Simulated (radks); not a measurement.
Values are calculated unless marked as measured or tabulated.
S9+, configuration [He] 2s2 2p3 (the NIST ground configuration). Level of theory: scalar-relativistic Kohn-Sham, r2SCAN, spin-unpolarised, spherical densities, finite nucleus; meta-GGA in the generalised Kohn-Sham scheme; Fermi nuclear charge, rms radius 3.2611 fm (a radial shooting solver on a logarithmic mesh with Libxc functionals).

Unscreened Slater integrals over Kohn-Sham orbitals (cm^-1). Empty in this configuration: 3s.

\begin{tabular}{lr}
integral & value \\ \hline
F0(2p,2p) & 510320 \\
F2(2p,2p) & 241370 \\
F0(2p,2s) & 474190 \\
G1(2p,2s) & 276670 \\
F0(2p,1s) & 699830 \\
G1(2p,1s) & 113450 \\
F0(2p,3s) & 225700 \\
G1(2p,3s) & 22277 \\
F0(2s,2s) & 450610 \\
F0(2s,1s) & 632240 \\
G0(2s,1s) & 57465 \\
F0(2s,3s) & 221790 \\
G0(2s,3s) & 17589 \\
F0(1s,1s) & 2138700 \\
F0(1s,3s) & 255790 \\
G0(1s,3s) & 11353 \\
F0(3s,3s) & 171770 \\
\end{tabular}

Derived for the open shells (J is the average intra-shell exchange parameter used in DFT+U). 2p: J = F2/5 = 48270 cm^-1.
